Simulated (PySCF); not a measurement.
Species: C₆H₁₇BN₃ (doublet state).
Structure used (PBE0-D3(BJ)/def2-SVP), in Å, numbered top down from 1:
```
atom  x, y, z in Å
C1    -1.337    2.206    0.272
N2    -0.184    1.534   -0.076
C3     0.892    2.340   -0.604
B4    -0.067    0.082    0.010
N5     1.204   -0.498    0.347
C6     1.646   -1.768   -0.162
C7     2.141    0.130    1.238
N8    -1.216   -0.742   -0.226
C9    -1.405   -2.014    0.416
C10   -2.269   -0.396   -1.144
H11   -2.104    1.667    0.825
H12   -1.338    3.296    0.236
H13    0.546    2.938   -1.465
H14    1.294    3.044    0.148
H15    1.711    1.696   -0.947
H16    2.630   -1.673   -0.661
H17    0.934   -2.151   -0.904
H18    1.763   -2.533    0.632
H19    1.721    1.058    1.645
H20    2.381   -0.530    2.095
H21    3.103    0.373    0.744
H22   -0.632   -2.180    1.177
H23   -1.376   -2.864   -0.296
H24   -2.389   -2.056    0.922
H25   -3.256   -0.338   -0.643
H26   -2.359   -1.150   -1.949
H27   -2.074    0.580   -1.605
```

The hyperfine couplings belong to this conformer and change with its torsions.

Identity: `[CH2]N(C)B(N(C)C)N(C)C` [radical].

Method used: UKS B3LYP, IGLO-III on B C N, pcH-1 on H, non-relativistic, mean-field spin-orbit, GIAO in PySCF. The structure is a single PBE0-D3(BJ)/def2-SVP conformer in the gas phase; no vibrational or solvent corrections. The SCF solution wasn't tested for stability.

Mulliken spin populations: C1 +0.921, N2 +0.096, C3 -0.030, B4 +0.038, N5 +0.007, C6 +0.001, C7 +0.002, N8 +0.008, C9 0.000, C10 +0.007, H11 -0.038, H12 -0.049, H13 +0.017, H14 +0.021, H15 0.000, H16 +0.001, H17 0.000, H18 0.000, H19 0.000, H20 +0.002, H21 0.000, H22 0.000, H23 0.000, H24 +0.002, H25 0.000, H26 -0.001, H27 -0.006.

Problem. Give the computed dipolar 1H tensors of H13, H14, H15, H16, H17, H18, H19, H20, H21, H22, H23, H24.

Solution. 
```json
{"atom": "H13", "position": "γ, 3 bonds from C1", "distance from C1 (Å)": "2.66", "T1 (MHz)": "-3.50", "T2": "-2.84", "T3": "6.34"}
{"atom": "H14", "position": "γ, 3 bonds from C1", "distance from C1 (Å)": "2.76", "T1 (MHz)": "-3.40", "T2": "-2.40", "T3": "5.80"}
{"atom": "H15", "position": "γ, 3 bonds from C1", "distance from C1 (Å)": "3.32", "T1 (MHz)": "-2.93", "T2": "-2.40", "T3": "5.33"}
{"atom": "H16", "position": "5 bonds from C1", "distance from C1 (Å)": "5.63", "T1 (MHz)": "-0.66", "T2": "-0.57", "T3": "1.22"}
{"atom": "H17", "position": "5 bonds from C1", "distance from C1 (Å)": "5.05", "T1 (MHz)": "-0.93", "T2": "-0.69", "T3": "1.62"}
{"atom": "H18", "position": "5 bonds from C1", "distance from C1 (Å)": "5.67", "T1 (MHz)": "-0.61", "T2": "-0.59", "T3": "1.20"}
{"atom": "H19", "position": "5 bonds from C1", "distance from C1 (Å)": "3.54", "T1 (MHz)": "-2.50", "T2": "-1.82", "T3": "4.32"}
{"atom": "H20", "position": "5 bonds from C1", "distance from C1 (Å)": "4.96", "T1 (MHz)": "-0.83", "T2": "-0.68", "T3": "1.51"}
{"atom": "H21", "position": "5 bonds from C1", "distance from C1 (Å)": "4.83", "T1 (MHz)": "-0.96", "T2": "-0.80", "T3": "1.76"}
{"atom": "H22", "position": "5 bonds from C1", "distance from C1 (Å)": "4.53", "T1 (MHz)": "-0.98", "T2": "-0.76", "T3": "1.74"}
{"atom": "H23", "position": "5 bonds from C1", "distance from C1 (Å)": "5.10", "T1 (MHz)": "-0.80", "T2": "-0.73", "T3": "1.53"}
{"atom": "H24", "position": "5 bonds from C1", "distance from C1 (Å)": "4.44", "T1 (MHz)": "-0.95", "T2": "-0.72", "T3": "1.67"}
```

Problem. Estimate them with point dipoles: put each population ρk at its nucleus, leave out the nucleus itself and the atom bound to it, and sum T = Σ [ρk/(2S)]·C·(3 n nᵀ − 1)/r³ with C = μ0 gₑ μB g_N μN/(4π h) = 79.06 MHz Å³.

Solution. 
```csv
atom,T1 (MHz),T2,T3,"T3, computed",difference in T3 (%)
H13,-4.38,-3.84,8.22,6.34,+30
H14,-3.87,-3.68,7.55,5.80,+30
H15,-3.03,-2.29,5.32,5.33,0
H16,-0.62,-0.60,1.22,1.22,0
H17,-0.92,-0.78,1.70,1.62,+5
H18,-0.61,-0.57,1.17,1.20,-2
H19,-2.18,-1.69,3.87,4.32,-10
H20,-0.81,-0.70,1.51,1.51,0
H21,-0.90,-0.74,1.63,1.76,-7
H22,-1.07,-0.93,2.00,1.74,+15
H23,-0.77,-0.69,1.45,1.53,-5
H24,-0.99,-0.89,1.88,1.67,+13
```

Problem. If all the spin sat on C1, T∥ = 2C/r³. What distance does the computed T3 of H22 then imply?

Solution. r = (2 × 79.06/1.74)^(1/3) = 4.49 Å, against 4.53 Å in the structure.
